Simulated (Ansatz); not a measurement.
Two structures of SiAsNH8, singlet, reached by relaxing down either side of one saddle point (PBE0-D4/def2-TZVP). Energies are electronic, without zero-point energy. Computed with Ansatz 0.2.0 (basis: def2-TZVPP and def2-QZVPP); correlated methods freeze the cores. Filled d shells of the heavier atoms are correlated. The def2 sets are not built for correlating such inner shells, so the correlated values are less sure here. Extrapolation: Hartree–Fock as exp(−7.88 √X), correlation as X^−2.97. First:

Si1  (-0.591, -0.883, 1.343)
N2  (1.077, -0.505, 1.133)
H3  (-1.342, 0.397, 1.395)
H4  (-1.022, -1.692, 0.175)
H5  (-0.930, -1.655, 2.576)
H6  (0.376, 0.791, -1.265)
As7  (-0.717, 1.205, -2.238)
H8  (1.510, 0.175, 1.737)
H9  (1.726, -1.242, 0.909)
H10  (-0.192, 2.632, -2.319)
H11  (0.106, 0.777, -3.445)
(Å)

Second:

```csv
atom,x (Å),y (Å),z (Å)
Si1,-1.2789,-0.1462,0.5409
N2,1.7582,-0.5857,0.1933
H3,-2.7586,-0.0255,0.6889
H4,-0.9476,-1.5859,0.6933
H5,-0.6492,0.6312,1.6374
H6,2.4487,0.1026,-0.0806
As7,-0.6623,0.6090,-1.6139
H8,1.9437,-0.8315,1.1580
H9,1.9204,-1.4145,-0.3657
H10,-1.9110,1.4683,-1.7870
H11,0.1366,1.7782,-1.0646
```

(1) Which bonds change from the first to the second?

(2) Give the saddle point's structure and its height above each. (To be estimated.)

The T1 diagnostic stays at or below 0.013. The start structure is not quite a true minimum (one mode of 30i cm⁻¹).

Results:

(1) SiNH₅ ([NH2][SiH3]) + AsH₃ → SiAsH₅ ([SiH3][AsH2]) + NH₃; bonds formed: Si1–As7, N2–H6; bonds broken: Si1–N2, H6–As7.

(2) The calculation gives: 141.7 kJ/mol above the first and 137.9 kJ/mol above the second (CCSD(T) at an estimated basis limit (MP2 extrapolated from triple and quadruple zeta, plus CCSD(T) − MP2 in triple zeta)).
```xyz
11
angstrom
Si -0.7699 -0.6606 0.9158
N 0.9920 -0.1780 0.5625
H -1.6011 0.5115 1.2314
H -1.2629 -1.6583 -0.0464
H -0.5082 -1.3793 2.2054
H 0.7532 0.3423 -0.3807
As -0.8094 0.9244 -1.7826
H 1.3994 0.4462 1.2573
H 1.6190 -0.9688 0.4210
H -0.0552 2.2469 -1.6375
H 0.2430 0.3736 -2.7463
```

Labels in which every atom is bracketed show which atoms are joined, not bond orders.

For scale, one of the runs: CCSD(T)/def2-TZVPP, 233 basis functions, launched by `ansatz run in.yaml --threads 4 --pin off --events-out ev --progress --plain --max-ram 9574MiB`. Hardware: 4 CPU threads of an Arm Neoverse V2, shared host. Wall time 110 s; peak host memory 4 GiB.
